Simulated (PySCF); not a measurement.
Cr (chromium, neutral) across methods

[Ar] 3d4 4s1 4p1, one real determinant (an excited configuration). Computed with PySCF 2.14 in x2c-TZVPPall (6s5p4d2f1g, 64 functions), with the spin-free X2C one-electron Hamiltonian (Gaussian nucleus). The B2PLYP total includes its PT2 part (frozen core); its orbital energies are those of the SCF part.

```json
{"method": "PBE0", "E (hartree)": "-1050.434", "mean ε 3d α (eV)": "-10.212", "mean ε 4s α (eV)": "-6.973", "mean ε 4p α (eV)": "-3.110", "Σ⟨r²⟩ (bohr²)": "45.41", "⟨S²⟩": "12.000"}
{"method": "r2SCAN", "E (hartree)": "-1050.613", "mean ε 3d α (eV)": "-8.549", "mean ε 4s α (eV)": "-6.407", "mean ε 4p α (eV)": "-2.534", "Σ⟨r²⟩ (bohr²)": "45.12", "⟨S²⟩": "12.001"}
{"method": "PBE", "E (hartree)": "-1050.402", "mean ε 3d α (eV)": "-8.163", "mean ε 4s α (eV)": "-6.128", "mean ε 4p α (eV)": "-2.387", "Σ⟨r²⟩ (bohr²)": "45.43", "⟨S²⟩": "12.000"}
{"method": "LDA", "E (hartree)": "-1048.309", "mean ε 3d α (eV)": "-8.307", "mean ε 4s α (eV)": "-6.299", "mean ε 4p α (eV)": "-2.407", "Σ⟨r²⟩ (bohr²)": "45.24", "⟨S²⟩": "12.000"}
{"method": "B2PLYP", "E (hartree)": "-1050.366", "mean ε 3d α (eV)": "-12.003", "mean ε 4s α (eV)": "-7.630", "mean ε 4p α (eV)": "-3.584", "Σ⟨r²⟩ (bohr²)": "45.41", "⟨S²⟩": "12.001"}
{"method": "CAM-B3LYP", "E (hartree)": "-1050.688", "mean ε 3d α (eV)": "-11.385", "mean ε 4s α (eV)": "-8.085", "mean ε 4p α (eV)": "-3.924", "Σ⟨r²⟩ (bohr²)": "45.24", "⟨S²⟩": "12.000"}
{"method": "UHF", "E (hartree)": "-1049.57344", "mean ε 3d α (eV)": "-16.017", "mean ε 4s α (eV)": "-9.153", "mean ε 4p α (eV)": "-5.055", "Σ⟨r²⟩ (bohr²)": "46.11", "⟨S²⟩": "12.001"}
```

Estimate the same row for PW91.

E (hartree) = -1050.701; mean ε 3d α (eV) = -8.235; mean ε 4s α (eV) = -6.191; mean ε 4p α (eV) = -2.416; Σ⟨r²⟩ (bohr²) = 45.30; ⟨S²⟩ = 12.000.

⟨L²⟩ = 7.97 against 12 for a pure F term, so this real determinant mixes terms.
